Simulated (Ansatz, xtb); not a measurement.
# Relative energy of two isomers of C5H3NOSe

Structure X is `N#Cc1cc[se]c1O`, a singlet and structure Y is `N#Cc1[se]ccc1O`, a singlet. Both are isolated molecules in the gas phase, relaxed with PBE0-D3(BJ)/def2-SVP; the shapes shown needn't be the lowest conformers.

X (Å):

| atom | x (Å) | y (Å) | z (Å) |
| --- | --- | --- | --- |
| C | 0.9525 | 1.5248 | 0.0846 |
| C | 0.7610 | 0.1382 | 0.3192 |
| C | 1.7599 | -0.8924 | 0.2248 |
| C | 1.3109 | -2.1428 | 0.5016 |
| C | -0.4949 | -0.3200 | 0.6777 |
| N | 1.0233 | 2.6720 | -0.0888 |
| O | -1.6087 | 0.3795 | 0.8444 |
| Se | -0.5070 | -2.1635 | 0.9326 |
| H | 2.7931 | -0.6741 | -0.0486 |
| H | 1.8831 | -3.0689 | 0.4934 |
| H | -1.4299 | 1.3174 | 0.6730 |

Y (Å):

```xyz
11

C    -1.0494    0.8139   -0.9609
C     0.0746    0.1688   -0.4089
C     2.3233   -0.9461    0.1157
C     1.4627   -0.9024    1.1750
C     0.2067   -0.2829    0.8926
N    -1.9641    1.3477   -1.4392
O    -0.7831   -0.1318    1.7797
Se    1.6185   -0.1833   -1.4088
H     3.3264   -1.3714    0.1123
H     1.7103   -1.3069    2.1596
H    -0.5219   -0.5011    2.6296
```

Quicker runs give these differences E(Y) − E(X): GFN2-xTB +0.75 kcal/mol; HF/STO-3G +2.67 kcal/mol (at GFN2-xTB geometries); r2SCAN-D4/def2-SVP −0.40 kcal/mol (at GFN2-xTB geometries).

Problem. Estimate E(Y) − E(X) at the level CCSD(T)/def2-SVP + ΔMP2/def2-TZVPP.

Solution. CCSD(T)/def2-SVP + ΔMP2/def2-TZVPP gives E(Y) − E(X) = +0.21 kcal/mol, slightly favouring structure X, which is too small a margin to settle the true order.

The same difference at several levels:

```json
{"level": "GFN2-xTB", "geometry": "GFN2-xTB", "E(Y) − E(X) (kcal/mol)": "+0.75", "departure from the last row (kcal/mol)": "+0.54", "job, with rough time for the two": "optimisation, 0.52 s"}
{"level": "HF/STO-3G", "geometry": "GFN2-xTB", "E(Y) − E(X) (kcal/mol)": "+2.67", "departure from the last row (kcal/mol)": "+2.46", "job, with rough time for the two": "single point, 2.6 s"}
{"level": "r2SCAN-D4/def2-SVP", "geometry": "GFN2-xTB", "E(Y) − E(X) (kcal/mol)": "−0.40", "departure from the last row (kcal/mol)": "−0.61", "job, with rough time for the two": "single point, 12 s"}
{"level": "PBE0-D3(BJ)/def2-SVP", "geometry": "PBE0-D3(BJ)/def2-SVP", "E(Y) − E(X) (kcal/mol)": "+0.30", "departure from the last row (kcal/mol)": "+0.09", "job, with rough time for the two": "optimisation, 2.2 min"}
{"level": "HF/def2-SVP", "geometry": "PBE0-D3(BJ)/def2-SVP", "E(Y) − E(X) (kcal/mol)": "+0.74", "departure from the last row (kcal/mol)": "+0.53", "job, with rough time for the two": "part of the CCSD(T) run"}
{"level": "MP2/def2-SVP", "geometry": "PBE0-D3(BJ)/def2-SVP", "E(Y) − E(X) (kcal/mol)": "−0.02", "departure from the last row (kcal/mol)": "−0.23", "job, with rough time for the two": "part of the CCSD(T) run"}
{"level": "CCSD(T)/def2-SVP", "geometry": "PBE0-D3(BJ)/def2-SVP", "E(Y) − E(X) (kcal/mol)": "+0.30", "departure from the last row (kcal/mol)": "+0.09", "job, with rough time for the two": "single point"}
{"level": "CCSD(T)/def2-SVP + ΔMP2/def2-TZVPP", "geometry": "PBE0-D3(BJ)/def2-SVP", "E(Y) − E(X) (kcal/mol)": "+0.21", "departure from the last row (kcal/mol)": "", "job, with rough time for the two": "single point, 4.5 min"}
```

As drawn, both hold the same kinds of bond in the same numbers.

The largest departure from CCSD(T)/def2-SVP + ΔMP2/def2-TZVPP is that of HF/STO-3G, 2.46 kcal/mol. The last row adds to CCSD(T) the change of the MP2 difference between the two basis sets, here −0.09 kcal/mol.

With thermal terms from frequencies at re-optimised GFN2-xTB minima (ideal gas, soft modes damped towards free rotors, one conformer each, 298.15 K, 1 atm): the zero-point term adds +0.08 kcal/mol; ΔH is +0.26 and ΔG +0.30 kcal/mol.

The correlated steps freeze 16 core orbitals; the filled d shell of Se is correlated, in a basis made for valence electrons. Run with Ansatz 0.2.0, xtb 6.7.1; the last row on 2 threads of Intel(R) Xeon(R) Processor @ 2.50GHz (Skylake/Cascade Lake) on a shared host.
